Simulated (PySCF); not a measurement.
RuSBr: from structure and modes to constants

All numbers come from UPBE in PySCF with Ru def2-SVP with ECP28, S def2-SVP, Br def2-SVP; scalar-relativistic core potentials, no spin–orbit coupling; density-fitted integrals.

The quartet minimum has Cs symmetry. Masses (u): Ru 101.90435, S 31.97207, Br 78.91834.

```xyz
3
charge 0 multiplicity 4, angstrom
Ru   -0.4774    0.0000   -0.6204
S    -2.2690    0.0000    0.4401
Br    1.5352    0.0000    0.6224
```

Harmonic wavenumbers (cm⁻¹): 85.9 (a', ×1), 279.4 (a', ×1), 520.8 (a', ×1).

Find the principal moments of inertia and the rotational constants. What kind of rotor is it?

About the centre of mass I = 58.764, 391.04, 449.81 u Å². With B = 16.8576/I this gives 0.2869, 0.04311, 0.03748 cm⁻¹. The molecule is an asymmetric top with κ = -0.95.

Find the vibrational entropy and heat capacity at 298.15 K.

With u = 1.43878 ω/T, each mode gives S = R[u/(eᵘ−1) − ln(1−e⁻ᵘ)] and C = R u² eᵘ/(eᵘ−1)².
| ω (cm⁻¹) | u | S (J/(mol K)) | C (J/(mol K)) |
| --- | --- | --- | --- |
| 85.9 | 0.415 | 15.69 | 8.20 |
| 279.4 | 1.348 | 6.43 | 7.16 |
| 520.8 | 2.513 | 2.54 | 5.04 |
The sums over all modes are S = 24.7 and C = 20.4 J/(mol K); the softest mode gives 64 % of the entropy.

Only a few start shapes were tried, so a lower isomer may exist. Other spin states or occupations of the open shell can lie lower.
